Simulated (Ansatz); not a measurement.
Computed with Ansatz.

A structure relaxed at PBE0-D4/def2-TZVP, charge 0, multiplicity 2:

Cartesian coordinates in Å:
```
O -3.052 0.885 0.981
In -1.244 1.428 0.319
O -0.041 -0.150 0.021
Si 1.483 -0.444 -0.475
H -3.079 -0.075 1.064
H 2.484 -0.059 0.562
H 1.631 -1.898 -0.755
H 1.819 0.312 -1.717
```

Task: Give its formula and SMILES.

Result: H4InO2Si, `[OH][In][O][SiH3]`.

Task: Summarise the bond lengths by kind.

Result: 2 × In–O 2.001 to 2.006 Å; 1 × H–O 0.964 Å; 1 × O–Si 1.630 Å; 3 × H–Si 1.488 to 1.493 Å.
